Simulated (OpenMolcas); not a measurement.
# Lines of Co I: computed and rescaled rates

```yaml
Program: OpenMolcas 26.06
Method: "MS-CASPT2, IPEA 0.25 Eh, imaginary shift 0.1 Eh (closed shells correlated: 3s 3p)"
Basis: ANO-RCC-VTZP [6s5p3d2f1g]
Scalar_Hamiltonian: DKH2, point nucleus
Active_space: 9 electrons in 6 orbitals (3d 4s)
State_averaging: 2S+1 = 4 even, 20 roots; 2S+1 = 2 even, 40 roots kept (CI in the orbitals of an earlier block)
Spin-orbit_coupling: RASSI with atomic mean-field integrals over the reference wave functions, term energies averaged over their components
```

Rates come from the transition moments of the reference wave functions (E1 and E2 in the length form). At fixed line strength A goes as λ^-3 for E1 and M1 and as λ^-5 for E2, so a rate at the computed wavelength can be rescaled to the measured one. Measured vacuum wavelengths follow from level energies in NIST Handbook of Basic Atomic Spectroscopic Data. Branching counts decays inside the model space alone, at computed energies, and the table is only a selection of the E2 and M1 lines, drawn from those between levels with measured partners whose computed energy lies within a factor of 1.5 of the measured one.

```
         Upper           Lower  Type  λ computed (nm)  λ measured (nm)  A computed (s-1)  A rescaled (s-1)  Branching %
 3d8 4s 4P 5/2  3d7 4s2 4F 9/2    E2            466.6            658.6          4.83e-01          8.62e-02         60.5
 3d8 4s 4P 1/2  3d7 4s2 4F 3/2    E2            498.9            695.1          3.83e-01          7.30e-02         53.6
 3d8 4s 4P 3/2  3d7 4s2 4F 7/2    E2            480.7            668.5          3.78e-01          7.27e-02         49.6
 3d8 4s 4P 1/2  3d7 4s2 4F 5/2    E2            489.5            676.2          2.82e-01          5.61e-02         39.5
 3d8 4s 4P 3/2  3d7 4s2 4F 5/2    E2            494.2              696          2.29e-01          4.13e-02         29.9
 3d8 4s 4P 5/2  3d7 4s2 4F 7/2    E2            484.1              696          1.24e-01          2.02e-02         15.5
3d7 4s2 4P 5/2  3d7 4s2 4F 9/2    E2            659.5            724.9          7.19e-02          4.48e-02         73.2
 3d8 4s 4P 3/2  3d7 4s2 4F 3/2    E2            503.9            716.1          7.14e-02          1.23e-02          9.4
3d7 4s2 4P 1/2  3d7 4s2 4F 3/2    E2              713            794.3          4.07e-02          2.37e-02         53.7
3d7 4s2 4P 3/2  3d7 4s2 4F 7/2    E2            685.4            756.4          4.07e-02          2.49e-02         54.5
 3d8 4s 2F 7/2   3d8 4s 4F 9/2    M1             2855             2525          3.47e-02                           81.7
3d7 4s2 4P 1/2  3d7 4s2 4F 5/2    E2            693.8            769.7          3.05e-02          1.81e-02         40.2
3d7 4s2 4P 3/2  3d7 4s2 4F 5/2    E2            713.2            791.8          2.42e-02          1.43e-02         32.5
 3d8 4s 2F 5/2   3d8 4s 2F 7/2    M1             9253             9819          1.99e-02          1.67e-02         55.8
3d7 4s2 4P 5/2  3d7 4s2 4F 7/2    E2              695            770.4          1.77e-02          1.06e-02         18.0
3d7 4s2 4F 7/2  3d7 4s2 4F 9/2    M1            12920            12250          1.57e-02          1.84e-02        100.0
 3d8 4s 4F 5/2   3d8 4s 4F 7/2    M1            17020            18260          1.16e-02          9.39e-03         51.3
 3d8 4s 2F 5/2   3d8 4s 4F 3/2    M1             3450             2954          1.11e-02                           31.1
3d7 4s2 4F 5/2  3d7 4s2 4F 7/2    M1            17620            16920          1.06e-02          1.20e-02        100.0
 3d8 4s 4F 7/2   3d8 4s 4F 9/2    M1            14730            15150          1.04e-02          9.56e-03         50.9
3d7 4s2 4P 3/2  3d7 4s2 4F 3/2    E2            733.4            817.9          6.94e-03          4.02e-03          9.3
 3d8 4s 2F 7/2   3d8 4s 4F 5/2    M1             4473             3633          4.92e-03                           11.6
 3d8 4s 4F 3/2   3d8 4s 4F 5/2    M1            23920            25930          4.68e-03          3.67e-03         28.8
3d7 4s2 4F 3/2  3d7 4s2 4F 5/2    M1            25800            24850          3.78e-03          4.23e-03        100.0
 3d8 4s 2F 5/2   3d8 4s 4F 5/2    M1             3015             2652          2.86e-03                            8.0
```

Spin-changing lines and M1 lines between different terms are not rescaled, since their strength hangs on the term gaps too.

The largest correction is for 3d8 4s 4P 5/2 → 3d7 4s2 4F 7/2 (E2): 1.24e-01 × (484.1 / 696)^5 = 2.02e-02 s-1, a factor of 0.16.

The computed rate and branching of 3d7 4s2 4F 7/2 → 3d7 4s2 4F 9/2 give the upper level a radiative lifetime of 1.000 / 1.57e-02 s-1 = 6.37e+01 s, counting decays inside the model space alone. The rescaled rate gives about 5.4e+01 s.

No measured rate stands beside these. Rescaling mends the energy factor alone: line strengths can still be far off where a level mixes with configurations outside the active space, and weak or spin-changing lines hang on small mixing coefficients that depend on the term gaps too, so rescaling need not improve them.

CASPT2 does not keep the components of a term degenerate, so their means are used; among the terms shown or strongly mixed into the levels shown the widest spread is 2300 cm-1 (3d8 4s 2F). Terms from blocks run as CI alone lack orbitals of their own. A single d shell beside an s shell can misplace configurations of different d count against each other. Computed and measured levels are paired by configuration, term and J; levels that our copy of the source lacks, or whose pairing is in doubt (as where it misses far off the trend of its configuration), stay unpaired. Only configurations of the active space appear.
